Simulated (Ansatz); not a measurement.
Ansatz (an electronic-structure program) input for CH₇Cl₂NSi₂, SMILES CN[Si@H](Cl)[SiH2]Cl, PBE0-D3(BJ)/def2-SVP. 

Ansatz 0.2 input:
```yaml
crystal:
  periodic: [false, false, false]
  atoms:
    - {symbol: C, position_ang: [-2.02131562, -0.06409856, -1.48983550]}
    - {symbol: N, position_ang: [-1.81081309, -0.60030335, -0.15402003]}
    - {symbol: Si, position_ang: [-0.53939399, -0.16254411, 0.92548536]}
    - {symbol: Cl, position_ang: [-0.72370815, 1.72206174, 1.88437839]}
    - {symbol: Si, position_ang: [1.47391857, 0.13448225, -0.24310228]}
    - {symbol: Cl, position_ang: [1.72218008, -1.40399142, -1.64469026]}
    - {symbol: H, position_ang: [-2.50753028, -0.81701064, -2.14504554]}
    - {symbol: H, position_ang: [-1.04429814, 0.17565145, -1.95786576]}
    - {symbol: H, position_ang: [-2.64047873, 0.86204990, -1.51167301]}
    - {symbol: H, position_ang: [-2.64385652, -1.02719077, 0.26089191]}
    - {symbol: H, position_ang: [-0.52417159, -1.18726745, 2.01932547]}
    - {symbol: H, position_ang: [2.64082883, 0.12183968, 0.70404094]}
    - {symbol: H, position_ang: [1.46572525, 1.44431353, -0.98058185]}
basis:
  gaussian:
    orbitals: def2-SVP
hamiltonian:
  xc: pbe0
  dispersion: d3bj
relax: {f_tol: 0.002, max_steps: 200}
```

Output:

```
WARN ansatz: RAYON_NUM_THREADS=1 ignored (pool sized by the plan → 1); use --threads N
Functional definition: PBE0
integrals: 0.11 GiB planned
1405 factors; integrals over basis functions are off by at most 2.9e-4 eV
mean field: 0.80 GiB planned
mean field evaluation 1: about -43407.2554 eV, gradient 4.7e1 eV
mean field evaluation 2: about -43399.4390 eV, gradient 7.3e1 eV
mean field evaluation 4: about -43412.2314 eV, gradient 3.1e0 eV
mean field evaluation 8: about -43412.2690 eV, gradient 1.2e-1 eV
mean field evaluation 16: about -43412.2690 eV, gradient 1.9e-5 eV
mean field -43412.26903956 eV, -1595.3714613109 hartree, gradient 1.9e-5 eV, S^2 0.000000; 0 other end points of the search recorded, 0 dependent functions left out
the calculation of the forces begins
reference -43412.26906983 eV, -1595.3714624235 hartree; 41, 41 occupied and 94, 94 virtual orbitals, 1405 factors
relax step   1: F+E_penalty+E_count = -43412.63641954 eV  Δ(F+E_penalty+E_count) = +0.000e0 eV  max|allowed force component| = 3.163e-1 eV/Å  Δτ_max = 0.0000 Å  (26 SCF iters, accepted)
these checks for a lower state are left out or cut short: starts, cluster_reference, orbital_swaps, neighbouring_geometries, increment
integrals: 0.11 GiB planned
1405 factors; integrals over basis functions are off by at most 2.8e-4 eV
mean field: 0.80 GiB planned
mean field -43412.28444523 eV, -1595.3720274590 hartree, gradient 5.4e-5 eV, S^2 0.000000; 0 other end points of the search recorded, 0 dependent functions left out
the calculation of the forces begins
reference -43412.28447536 eV, -1595.3720285660 hartree; 41, 41 occupied and 94, 94 virtual orbitals, 1405 factors
relax step   2: F+E_penalty+E_count = -43412.65437144 eV  Δ(F+E_penalty+E_count) = -1.795e-2 eV  max|allowed force component| = 1.776e-1 eV/Å  Δτ_max = 0.0311 Å  (26 SCF iters, accepted)
these checks for a lower state are left out or cut short: starts, cluster_reference, orbital_swaps, neighbouring_geometries, increment
integrals: 0.11 GiB planned
1405 factors; integrals over basis functions are off by at most 2.7e-4 eV
mean field: 0.80 GiB planned
mean field -43412.28580657 eV, -1595.3720774874 hartree, gradient 5.5e-5 eV, S^2 0.000000; 0 other end points of the search recorded, 0 dependent functions left out
the calculation of the forces begins
reference -43412.28583666 eV, -1595.3720785930 hartree; 41, 41 occupied and 94, 94 virtual orbitals, 1405 factors
relax step   3: F+E_penalty+E_count = -43412.65642032 eV  Δ(F+E_penalty+E_count) = -2.049e-3 eV  max|allowed force component| = 3.987e-2 eV/Å  Δτ_max = 0.0192 Å  (26 SCF iters, accepted)
these checks for a lower state are left out or cut short: starts, cluster_reference, orbital_swaps, neighbouring_geometries, increment
integrals: 0.11 GiB planned
1405 factors; integrals over basis functions are off by at most 2.8e-4 eV
mean field: 0.80 GiB planned
mean field evaluation 32: about -43412.2864 eV, gradient 1.0e-5 eV
mean field -43412.28639471 eV, -1595.3720991009 hartree, gradient 9.9e-6 eV, S^2 0.000000; 0 other end points of the search recorded, 0 dependent functions left out
the calculation of the forces begins
reference -43412.28642480 eV, -1595.3721002068 hartree; 41, 41 occupied and 94, 94 virtual orbitals, 1405 factors
relax step   4: F+E_penalty+E_count = -43412.65685138 eV  Δ(F+E_penalty+E_count) = -4.311e-4 eV  max|allowed force component| = 1.623e-2 eV/Å  Δτ_max = 0.0079 Å  (24 SCF iters, accepted)
these checks for a lower state are left out or cut short: starts, cluster_reference, orbital_swaps, neighbouring_geometries, increment
integrals: 0.11 GiB planned
1405 factors; integrals over basis functions are off by at most 2.8e-4 eV
mean field: 0.80 GiB planned
mean field -43412.28646118 eV, -1595.3721015438 hartree, gradient 1.6e-5 eV, S^2 0.000000; 0 other end points of the search recorded, 0 dependent functions left out
the calculation of the forces begins
reference -43412.28649128 eV, -1595.3721026498 hartree; 41, 41 occupied and 94, 94 virtual orbitals, 1405 factors
relax step   5: F+E_penalty+E_count = -43412.65692452 eV  Δ(F+E_penalty+E_count) = -7.313e-5 eV  max|allowed force component| = 5.324e-3 eV/Å  Δτ_max = 0.0043 Å  (23 SCF iters, accepted)
these checks for a lower state are left out or cut short: starts, cluster_reference, orbital_swaps, neighbouring_geometries, increment
integrals: 0.11 GiB planned
1405 factors; integrals over basis functions are off by at most 2.8e-4 eV
mean field: 0.80 GiB planned
mean field -43412.28650652 eV, -1595.3721032101 hartree, gradient 1.9e-5 eV, S^2 0.000000; 0 other end points of the search recorded, 0 dependent functions left out
the calculation of the forces begins
reference -43412.28653662 eV, -1595.3721043160 hartree; 41, 41 occupied and 94, 94 virtual orbitals, 1405 factors
relax step   6: F+E_penalty+E_count = -43412.65699256 eV  Δ(F+E_penalty+E_count) = -6.804e-5 eV  max|allowed force component| = 1.144e-2 eV/Å  Δτ_max = 0.0085 Å  (23 SCF iters, accepted)
these checks for a lower state are left out or cut short: starts, cluster_reference, orbital_swaps, neighbouring_geometries, increment
integrals: 0.11 GiB planned
1405 factors; integrals over basis functions are off by at most 2.8e-4 eV
mean field: 0.80 GiB planned
mean field -43412.28647865 eV, -1595.3721021856 hartree, gradient 1.8e-5 eV, S^2 0.000000; 0 other end points of the search recorded, 0 dependent functions left out
the calculation of the forces begins
reference -43412.28650874 eV, -1595.3721032914 hartree; 41, 41 occupied and 94, 94 virtual orbitals, 1405 factors
relax step   7: F+E_penalty+E_count = -43412.65702062 eV  Δ(F+E_penalty+E_count) = -2.806e-5 eV  max|allowed force component| = 1.038e-2 eV/Å  Δτ_max = 0.0074 Å  (23 SCF iters, accepted)
these checks for a lower state are left out or cut short: starts, cluster_reference, orbital_swaps, neighbouring_geometries, increment
integrals: 0.11 GiB planned
1405 factors; integrals over basis functions are off by at most 2.8e-4 eV
mean field: 0.80 GiB planned
mean field -43412.28655367 eV, -1595.3721049425 hartree, gradient 1.7e-5 eV, S^2 0.000000; 0 other end points of the search recorded, 0 dependent functions left out
the calculation of the forces begins
reference -43412.28658375 eV, -1595.3721060483 hartree; 41, 41 occupied and 94, 94 virtual orbitals, 1405 factors
relax step   8: F+E_penalty+E_count = -43412.65703384 eV  Δ(F+E_penalty+E_count) = -1.322e-5 eV  max|allowed force component| = 4.439e-3 eV/Å  Δτ_max = 0.0083 Å  (23 SCF iters, accepted)
these checks for a lower state are left out or cut short: starts, cluster_reference, orbital_swaps, neighbouring_geometries, increment
integrals: 0.11 GiB planned
1405 factors; integrals over basis functions are off by at most 2.8e-4 eV
mean field: 0.80 GiB planned
mean field -43412.28652776 eV, -1595.3721039906 hartree, gradient 5.4e-6 eV, S^2 0.000000; 0 other end points of the search recorded, 0 dependent functions left out
the calculation of the forces begins
reference -43412.28655785 eV, -1595.3721050965 hartree; 41, 41 occupied and 94, 94 virtual orbitals, 1405 factors
relax step   9: F+E_penalty+E_count = -43412.65704840 eV  Δ(F+E_penalty+E_count) = -1.456e-5 eV  max|allowed force component| = 4.535e-3 eV/Å  Δτ_max = 0.0053 Å  (23 SCF iters, accepted)
these checks for a lower state are left out or cut short: starts, cluster_reference, orbital_swaps, neighbouring_geometries, increment
integrals: 0.11 GiB planned
1405 factors; integrals over basis functions are off by at most 2.8e-4 eV
mean field: 0.80 GiB planned
mean field evaluation 64: about -43412.2714 eV, gradient 2.0e-1 eV
mean field -43412.28655701 eV, -1595.3721050655 hartree, gradient 6.9e-6 eV, S^2 0.000000; 0 other end points of the search recorded, 0 dependent functions left out
the calculation of the forces begins
reference -43412.28658711 eV, -1595.3721061716 hartree; 41, 41 occupied and 94, 94 virtual orbitals, 1405 factors
relax step  10: F+E_penalty+E_count = -43412.65706016 eV  Δ(F+E_penalty+E_count) = -1.176e-5 eV  max|allowed force component| = 5.935e-3 eV/Å  Δτ_max = 0.0058 Å  (22 SCF iters, accepted)
these checks for a lower state are left out or cut short: starts, cluster_reference, orbital_swaps, neighbouring_geometries, increment
integrals: 0.11 GiB planned
1405 factors; integrals over basis functions are off by at most 2.8e-4 eV
mean field: 0.80 GiB planned
mean field -43412.28660957 eV, -1595.3721069970 hartree, gradient 1.4e-5 eV, S^2 0.000000; 0 other end points of the search recorded, 0 dependent functions left out
the calculation of the forces begins
reference -43412.28663968 eV, -1595.3721081034 hartree; 41, 41 occupied and 94, 94 virtual orbitals, 1405 factors
relax step  11: F+E_penalty+E_count = -43412.65706536 eV  Δ(F+E_penalty+E_count) = -5.199e-6 eV  max|allowed force component| = 4.214e-3 eV/Å  Δτ_max = 0.0085 Å  (22 SCF iters, accepted)
these checks for a lower state are left out or cut short: starts, cluster_reference, orbital_swaps, neighbouring_geometries, increment
integrals: 0.11 GiB planned
1405 factors; integrals over basis functions are off by at most 2.8e-4 eV
mean field: 0.80 GiB planned
mean field -43412.28664021 eV, -1595.3721081229 hartree, gradient 3.6e-5 eV, S^2 0.000000; 0 other end points of the search recorded, 0 dependent functions left out
the calculation of the forces begins
reference -43412.28667032 eV, -1595.3721092293 hartree; 41, 41 occupied and 94, 94 virtual orbitals, 1405 factors
relax step  12: F+E_penalty+E_count = -43412.65706861 eV  Δ(F+E_penalty+E_count) = -3.249e-6 eV  max|allowed force component| = 2.311e-3 eV/Å  Δτ_max = 0.0024 Å  (20 SCF iters, accepted)
these checks for a lower state are left out or cut short: starts, cluster_reference, orbital_swaps, neighbouring_geometries, increment
integrals: 0.11 GiB planned
1405 factors; integrals over basis functions are off by at most 2.8e-4 eV
mean field: 0.80 GiB planned
mean field -43412.28663641 eV, -1595.3721079835 hartree, gradient 2.6e-5 eV, S^2 0.000000; 0 other end points of the search recorded, 0 dependent functions left out
the calculation of the forces begins
reference -43412.28666652 eV, -1595.3721090899 hartree; 41, 41 occupied and 94, 94 virtual orbitals, 1405 factors
relax step  13: F+E_penalty+E_count = -43412.65706963 eV  Δ(F+E_penalty+E_count) = -1.022e-6 eV  max|allowed force component| = 1.297e-3 eV/Å  Δτ_max = 0.0012 Å  (19 SCF iters, accepted)
integrals: 0.11 GiB planned
1405 factors; integrals over basis functions are off by at most 2.8e-4 eV
mean field: 0.80 GiB planned
mean field evaluation 96: about -43412.2866 eV, gradient 2.3e-3 eV
mean field -43412.28663641 eV, -1595.3721079835 hartree, gradient 2.6e-5 eV, S^2 0.000000; 1 other end points of the search recorded, 0 dependent functions left out
the calculation of the forces begins
reference -43412.28666652 eV, -1595.3721090899 hartree; 41, 41 occupied and 94, 94 virtual orbitals, 1405 factors
Total energy: -43412.65709974 eV, -1595.3857222595 hartree
Atom 0 at    -2.013020    -0.053681    -1.480051 Å, force     0.000343    -0.000503     0.000149 eV/Å
Atom 1 at    -1.805155    -0.584255    -0.152024 Å, force     0.000284     0.001297    -0.000834 eV/Å
Atom 2 at    -0.540964    -0.159702     0.918071 Å, force    -0.000402    -0.000549    -0.000283 eV/Å
Atom 3 at    -0.744698     1.703401     1.873421 Å, force     0.000073    -0.000091     0.000088 eV/Å
Atom 4 at     1.465993     0.130567    -0.245136 Å, force     0.000375     0.000383    -0.000172 eV/Å
Atom 5 at     1.696970    -1.419856    -1.614639 Å, force    -0.000279    -0.000124    -0.000006 eV/Å
Atom 6 at    -2.460306    -0.813121    -2.140990 Å, force     0.000389     0.000640     0.000366 eV/Å
Atom 7 at    -1.046998     0.221900    -1.931339 Å, force    -0.001150    -0.000271     0.000420 eV/Å
Atom 8 at    -2.657885     0.843495    -1.502013 Å, force     0.000471    -0.000864    -0.000107 eV/Å
Atom 9 at    -2.621996    -1.033429     0.248913 Å, force     0.000202     0.000004     0.000122 eV/Å
Atom 10 at    -0.512206    -1.177428     2.002705 Å, force     0.000031     0.000239    -0.000111 eV/Å
Atom 11 at     2.628382     0.122081     0.689174 Å, force    -0.000283    -0.000088    -0.000019 eV/Å
Atom 12 at     1.458971     1.418020    -0.998786 Å, force    -0.000054    -0.000073     0.000387 eV/Å
Dipole moment:    -0.333843    -0.117781    -0.096813 e Å
```

The calculation finished and met its thresholds.
